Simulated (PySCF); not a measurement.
## Gas-phase XPS of `[Cl][GeH3]`, computed

ClGeH3.
SMILES with atom numbers: `[Cl:1][GeH3:2]`

Computed, not measured: PySCF 2.14.0, delta-SCF UKS SCAN, pcX-3 on the ionised atom, pcseg-2 elsewhere, spin-free X2C. These are vertical core ionisation energies against the vacuum level, from separate self-consistent calculations with and without the core hole.

What binding energy does each computed site have?

| atom(s) | bonded to | level | binding energy (eV) | 2p1/2 (eV) | count |
| --- | --- | --- | --- | --- | --- |
| Cl1 | Ge | Cl 2p3/2 | 205.67 | 207.33 | 1 |
| Cl1 | Ge | Cl 1s | 2828.35 | – | 1 |

Give the binding energy of Cl 2p3/2 of Cl1 in hartree and in kJ/mol.

205.67 eV = 7.5582 Eh = 19844 kJ/mol.

Which photon wavelength matches the Cl 2p3/2 of Cl1 threshold?

λ = hc/E = 12398.42 eV Å / 205.67 eV = 60.283 Å.

Spin–orbit and ligand-field terms were added within each 2p shell after the spin-free SCF. 2p1/2 minus 2p3/2 (ligand field included): Cl 1.66 eV. No level of germanium is listed. Isolated species at its PBE0-D3(BJ)/def2-TZVP geometry, gas phase.

The run took 7.8 s on one thread, Arm Neoverse V2 (aarch64), shared host, and the process peaked at 0.43 GiB of memory.
